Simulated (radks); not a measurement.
Results of a calculation; reference values are marked as such.
Question: Valence configurations of Zr II (all share [Kr]). Code: a radial shooting solver on a logarithmic mesh with Libxc functionals. Model: scalar-relativistic Kohn-Sham, LDA (Slater exchange, Perdew-Wang correlation), spin-polarised, spherical densities, point nucleus; open shells are filled with parallel spins first (spin-orbit coupling, left out, can overturn this in heavy ions). Order these by energy: 4d1 5s2; 4d1 5s0.5 5p1.5; 4d3; 5s1 5p2; 4d2 5s1; 4d1.5 5s1.5; 4d2 5p1; 4d1 5s1.5 5p0.5; 4d1.5 5s1 5p0.5; 4d1 5s1 5p1.

Answer: From the lowest, in eV above it: 4d2 5s1 0.000; 4d3 0.353; 4d1.5 5s1.5 0.731; 4d1 5s2 1.454; 4d1.5 5s1 5p0.5 2.151; 4d1 5s1.5 5p0.5 3.221; 4d2 5p1 3.939; 4d1 5s1 5p1 4.689; 4d1 5s0.5 5p1.5 6.832; 5s1 5p2 11.043. NIST lists [Kr] 4d2 5s1 as the ground configuration; this level of theory agrees among the configurations tried. The energies are those of spherical high-spin densities, not of single terms.
